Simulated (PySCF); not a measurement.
H3Al, charge +1, doublet, geometry from GFN2-xTB (such geometries of metal compounds can be far from the true shape) (a state made from the parent by changing its charge; the spin is typed, not shown lowest). Base run: PySCF with TPSS/6-31G.

Geometry (Å):
```xyz
4

Al     0.0000     0.0000     0.0000
H      0.6636    -0.4699     1.3819
H     -0.2846     1.5555    -0.2645
H     -0.3789    -1.0857    -1.1173
```
Charge +1, spin multiplicity 2.
Orbitals are unrestricted.
All else is at PySCF's defaults.
Base energy -243.77691 Eh.

Each row names what was changed in the base input (with any setting that the change needs).

| change | ΔE vs base (µEh) | outcome |
|---|---|---|
| base | 0.0 | converged |
| small_rho_cutoff = 0 | 0.0 | converged |
| grids.radi_method = mura_knowles | - | not converged |
| grids.radi_method = gauss_chebyshev | - | not converged |
| grids.atom_grid = (150, 974) | - | not converged |
| grids.level = 0 | - | not converged |
| grids.level = 2 | 1.4 | converged |
| grids.atom_grid = (30, 110) | - | not converged |
| grids.level = 1 | -9.0 | converged |
| grids.prune = dft.gen_grid.treutler_prune | - | not converged |
| grids.radi_method = delley | - | not converged |

Open shells are given as the SCF converged; they aren't shown to be the lowest states, and a large step between rows can be another state.
